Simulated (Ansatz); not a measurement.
`FC[SiH]([SiH3])[SiH3]` → `[CH]F` + `[SiH3][SiH2][SiH3]`  (formal loss of a carbene)

Gas-phase electronic energies from Ansatz, PBE0-D4/def2-TZVP geometries. CBS: MP2 limit from def2 TZ/QZ plus the TZ coupled-cluster correction, frozen cores. This one scheme is used for every species. DFT in def2-TZVPP. One conformer a species, not always the lowest.

| level | ΔE (kcal/mol) |
| --- | --- |
| PBE | 91.9 |
| r2SCAN | 94.1 |
| HF/def2-TZVPP | 77.3 |
| MP2/def2-TZVPP | 94.4 |
| CCSD(T)/def2-TZVPP | 87.7 |
| HF/def2-QZVPP | 77.1 |
| SCS-MP2/def2-QZVPP | 90.9 |
| MP2/CBS(def2) | 96.3 |

Task: What does CCSD(T)/CBS give? (An estimate is asked.)

Result: Computed: +89.6 kcal/mol. The listed levels differ from it by 2.3, 4.5, -12.3, 4.8, -1.9, -12.5, 1.3, 6.7 kcal/mol.

Largest T1 diagnostic among the species: 0.018.

In def2-TZVPP, CCSD(T) changes the Hartree–Fock value by +10.4 kcal/mol (the triples alone add +0.8 kcal/mol) and MP2 by +17.2 kcal/mol. The D4 term adds +3.1 kcal/mol with B3LYP and +1.8 kcal/mol with PBE0; it sums over pairs of atoms, weighted by their polarisabilities, and B3LYP, whose exchange is more repulsive, gets the larger term. From PBE to PBE0 (25 % exact exchange), in def2-TZVPP and without D4, ΔE moves by +1.7 kcal/mol.

B3LYP here is the variant with VWN-RPA as its local correlation; programs differ in this.
